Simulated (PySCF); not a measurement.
C4H13NSi, SMILES CCN[C@H](C)[SiH3].

Coordinates come from a PBE-D3(BJ)/def2-SVP optimisation. The structure was generated by enumeration; whether it is a known compound was not checked. One conformer was computed; it need not be the lowest.

The numbers are results of PBE-D3(BJ)/def2-SVP in PySCF, not measurements.

Frequencies are harmonic and unscaled.

```
mode  ν (cm⁻¹)  IR (km/mol)  moving atoms (share of kinetic energy)
----  --------  -----------  --------------------------------------
1           40          1.3                          H 72 %, C 23 %
2           80          0.6         H 40 %, C 33 %, Si 14 %, N 13 %
3          140          0.2                 H 65 %, C 24 %, Si 10 %
4          192          0.8                  C 45 %, H 30 %, N 19 %
5          209          1.1         H 41 %, C 35 %, N 14 %, Si 10 %
6          230          0.3                                  H 94 %
7          261          0.2                          H 82 %, C 13 %
8          307          8.7         H 45 %, N 22 %, Si 19 %, C 14 %
9          349          1.9                          C 57 %, H 35 %
10         463          6.2                  H 54 %, C 30 %, Si 8 %
11         578          3.2         C 36 %, H 33 %, Si 18 %, N 13 %
12         610         20.2                         H 78 %, Si 13 %
13         659         59.3                  H 68 %, C 16 %, N 10 %
14         720         72.3                  H 56 %, C 26 %, N 16 %
15         793          1.0                           H 89 %, C 9 %
16         869          5.0                  H 64 %, C 23 %, N 13 %
17         882        205.8                          H 90 %, Si 9 %
18         907         28.1                                  H 89 %
19         911         23.0                          H 78 %, C 16 %
20         920         18.5                          H 78 %, C 15 %
21         961          6.3                          H 76 %, C 20 %
22        1033          2.9                          C 64 %, H 30 %
23        1062          0.1                          H 51 %, C 47 %
24        1084          1.0                          C 49 %, H 45 %
25        1100         12.1                          H 63 %, C 30 %
26        1176         62.5                  C 46 %, N 34 %, H 20 %
27        1202          5.5                          H 61 %, C 33 %
28        1243          3.7                          H 85 %, C 13 %
29        1302          0.8                          H 77 %, C 17 %
30        1318          4.5                          H 78 %, C 22 %
31        1331          3.3                          H 79 %, C 20 %
32        1355         17.7                          H 69 %, C 29 %
33        1404          3.3                                  H 94 %
34        1410         10.6                                  H 97 %
35        1420          2.0                                  H 94 %
36        1423          5.2                                  H 97 %
37        1437          4.5                           H 84 %, C 9 %
38        1454          6.9                           H 89 %, C 8 %
39        2147         95.9                                  H 98 %
40        2155        100.4                                  H 96 %
41        2177         98.0                                  H 96 %
42        2857         77.4                                  H 93 %
43        2953         30.2                                  H 96 %
44        2955         13.7                                  H 93 %
45        2967         22.2                                  H 97 %
46        2986         15.6                                  H 92 %
47        3037         18.1                           H 91 %, C 9 %
48        3052         25.2                           H 91 %, C 9 %
49        3057         18.9                           H 91 %, C 9 %
50        3075         17.5                          H 90 %, C 10 %
51        3407          1.2                                  H 93 %
```
